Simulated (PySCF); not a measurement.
## Spin–spin couplings to the heavy atom in `C(B)#C[C@H](C)Br`, C₄H₆BBr

Geometry:
```tsv
atom	x (Å)	y (Å)	z (Å)
B1	3.641	1.020	-1.086
C2	2.243	0.483	-0.958
C3	1.106	0.040	-0.854
C4	-0.244	-0.453	-0.750
C5	-1.273	0.650	-0.558
Br6	-0.394	-1.770	0.720
H7	3.914	1.789	-1.976
H8	4.491	0.682	-0.299
H9	-0.475	-1.048	-1.647
H10	-2.280	0.220	-0.490
H11	-1.233	1.342	-1.414
H12	-1.066	1.216	0.361
```

Level of theory for the indirect couplings: PBE0/pcJ-1 (dyall-v2z on Br), no solvent, Gaussian nuclear model, PBE0-D3(BJ)/def2-SVP geometry (PySCF integrals, density fitting).

Non-relativistic values:
```json
{"coupling": "1J(79Br,13C)", "atoms": "Br6 – C4", "J (Hz)": "-70.0"}
{"coupling": "2J(79Br,13C)", "atoms": "Br6 – C3", "J (Hz)": "5.2"}
{"coupling": "2J(79Br,13C)", "atoms": "Br6 – C5", "J (Hz)": "9.4"}
{"coupling": "2J(79Br,1H)", "atoms": "Br6 – H9", "J (Hz)": "24.2"}
{"coupling": "3J(79Br,13C)", "atoms": "Br6 – C2", "J (Hz)": "3.9"}
{"coupling": "3J(79Br,1H)", "atoms": "Br6 – H10/H11/H12", "J (Hz)": "8.8"}
{"coupling": "4J(79Br,11B)", "atoms": "Br6 – B1", "J (Hz)": "-2.5"}
{"coupling": "5J(79Br,1H)", "atoms": "Br6 – H7/H8", "J (Hz)": "6.7"}
```

Problem. What do two-component X2C with spin–orbit coupling give?

Solution. 
```csv
coupling,atoms,with spin–orbit (Hz)
"1J(79Br,13C)",Br6 – C4,-70.3
"2J(79Br,13C)",Br6 – C3,4.5
"2J(79Br,13C)",Br6 – C5,8.5
"2J(79Br,1H)",Br6 – H9,25.1
"3J(79Br,13C)",Br6 – C2,4.0
"3J(79Br,1H)",Br6 – H10/H11/H12,9.2
"4J(79Br,11B)",Br6 – B1,-2.8
"5J(79Br,1H)",Br6 – H7/H8,7.5
```

The largest listed coupling, 1J(79Br,13C), ends at 1.00 times its non-relativistic value. Equivalent partners are averaged, as under fast rotation. In the static structure 3J(79Br,1H) spreads over 2.7, 19.7, 5.2 Hz. Couplings to strongly quadrupolar nuclei (79Br) are seldom resolved in solution.
